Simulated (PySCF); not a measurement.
# BeB⁺ at M06-2X

Computed with M06-2X; PySCF, no relativity, basis sets Be pcseg-1, B pcseg-1.

```json
{
 "state": "¹Σ⁺ (singlet), closed shell",
 "bond length": "220.4 pm",
 "harmonic wavenumber": "442 cm⁻¹",
 "force constant": "0.571 mdyn/Å",
 "rotational constant Be": "0.7002 cm⁻¹",
 "well depth De to Be + B⁺": "1.81 eV",
 "dissociation energy D0": "1.78 eV",
 "HOMO–LUMO gap": "5.35 eV",
 "bond order (Mayer)": "0.89",
 "dipole moment (positive dipole points towards B; it is taken about the centre of mass and depends on that origin)": "-2.98 D"
}
```

For an ion De counts to the pair picked by the measured ionisation energies or electron affinities, which need not be the lowest pair at this level.
